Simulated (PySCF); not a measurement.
**Radial density of Mg (magnesium, neutral)**

UHF, [Ne] 3s1 3p1, high-spin 3P determinant (an excited configuration). All numbers are calculated (PySCF 2.14, scalar relativity by spin-free X2C-1e, in ANO-RCC-VTZP (5s4p2d1f, 34 functions)).

```csv
r (bohr),4πr²ρ (e/bohr),4πr²(ρα − ρβ)
0.00185,0.05147,0.0001
0.00311,0.1360,0.0002
0.00523,0.3557,0.0005
0.00879,0.9038,0.0013
0.0148,2.176,0.0031
0.0249,4.780,0.0066
0.0418,8.956,0.0120
0.0704,12.87,0.0155
0.118,12.23,0.0114
0.199,7.878,0.0161
0.335,8.935,0.0658
0.563,10.91,0.0637
0.948,5.019,-0.0058
1.59,0.8321,0.2533
2.68,0.6204,0.6118
4.51,0.3310,0.3310
7.59,0.03269,0.0327
12.8,0.0002239,0.0002
```

Densities and radii are taken from the X2C orbitals without a picture-change correction, which distorts them close to the nucleus.

(1) Where is the radial spin density 4πr²(ρα − ρβ) most negative, and why is it negative at all?

Results:

(1) Around r = 0.948 bohr, down to -0.0058 e/bohr: exchange with the open shell polarises the paired shells in an unrestricted calculation.
